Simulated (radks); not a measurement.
Values are calculated unless marked as measured or tabulated.
Trend from Zr3+ to Cd3+: ionisation energy by Delta-SCF between NIST ground configurations, and size. Code: a radial shooting solver on a logarithmic mesh with Libxc functionals. Model: scalar-relativistic Kohn-Sham, PBEsol, spin-polarised, spherical densities, point nucleus; open shells are filled with parallel spins first (spin-orbit coupling, left out, can overturn this in heavy ions).

| species | configuration | configuration of the ion | IE (eV) | NIST (eV) | kind | outermost | <r> outermost (bohr) | r at 0.001 e/bohr^3 (bohr) |
|---|---|---|---|---|---|---|---|---|
| Zr3+ | [Kr] 4d1 | [Kr] | 34.396 | 34.418 | exp. | 4d | 1.83 | 3.23 |
| Nb3+ | [Kr] 4d2 | [Kr] 4d1 | 37.489 | 37.61 | exp. | 4d | 1.71 | 3.28 |
| Mo3+ | [Kr] 4d3 | [Kr] 4d2 | 40.422 | 40.3 | semi-emp. | 4d | 1.60 | 3.27 |
| Tc3+ | [Kr] 4d4 | [Kr] 4d3 | 43.245 | 41 | theory | 4d | 1.51 | 3.24 |
| Ru3+ | [Kr] 4d5 | [Kr] 4d4 | 45.989 | 45 | theory | 4d | 1.43 | 3.19 |
| Rh3+ | [Kr] 4d6 | [Kr] 4d5 | 44.599 | 42 | theory | 4d | 1.38 | 3.16 |
| Pd3+ | [Kr] 4d7 | [Kr] 4d6 | 47.640 | 46 | theory | 4d | 1.31 | 3.12 |
| Ag3+ | [Kr] 4d8 | [Kr] 4d7 | 50.559 | 49 | theory | 4d | 1.25 | 3.07 |
| Cd3+ | [Kr] 4d9 | [Kr] 4d8 | 53.390 | 51 | theory | 4d | 1.20 | 3.02 |

Reference values: NIST Atomic Spectra Database (exp. = measured, semi-emp. = semi-empirical, theory = theoretical value adopted there). Open shells are spherical and high-spin; term and fine-structure splittings are not resolved.
